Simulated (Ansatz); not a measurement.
Consider the ligand exchange at the Si–C bond: `CO[SiH](C)C` + H–F → `CO[SiH](C)F` + CH₄.

Calculated with Ansatz (gas phase, PBE0-D4/def2-TZVP geometries, no zero-point term in ΔE). CCSD(T)/CBS adds triple-zeta CCSD(T) − MP2 to the extrapolated MP2 energy (def2 sets, frozen cores). This one scheme is used for every species. Functionals use def2-TZVPP. Each species was taken in one conformer, which may not be the lowest.

CCSD(T)/CBS gives -160.8 kJ/mol.

**Question.** Another level gave -179.3 kJ/mol. Which?
A. PBE-D4/def2-TZVPP
B. RPA@PBE/def2-TZVPP
C. r2SCANh-D4/def2-TZVPP
D. BHLYP/def2-TZVPP

**Answer.** D. BHLYP -179.3, r2SCANh-D4 -167.0, PBE-D4 -153.6, RPA@PBE/def2-TZVPP -161.3 kJ/mol.

**Question.** What do rigid-rotor, harmonic-oscillator terms from PBE0-D4/def2-TZVP frequencies (298.15 K, 1 bar) make of the CCSD(T)/CBS value? (An estimate is asked.)

**Answer.** Computed: ΔZPE = +4.9 kJ/mol, ΔH = -157.3 kJ/mol, ΔS = -4 J/(mol·K), ΔG = -156.0 kJ/mol.

Largest T1 diagnostic among the species: 0.011.

The D4 term adds +7.9 kJ/mol with B3LYP and +4.6 kJ/mol with PBE0; it sums over pairs of atoms, weighted by their polarisabilities, and B3LYP, whose exchange is more repulsive, gets the larger term. From BLYP to BHLYP (50 % exact exchange), in def2-TZVPP and without D4, ΔE moves by −3.4 kJ/mol. In def2-TZVPP, CCSD(T) changes the Hartree–Fock value by +25.4 kJ/mol (the triples alone add +3.0 kJ/mol) and MP2 by +26.2 kJ/mol.

B3LYP here is the variant with VWN-RPA as its local correlation; programs differ in this.
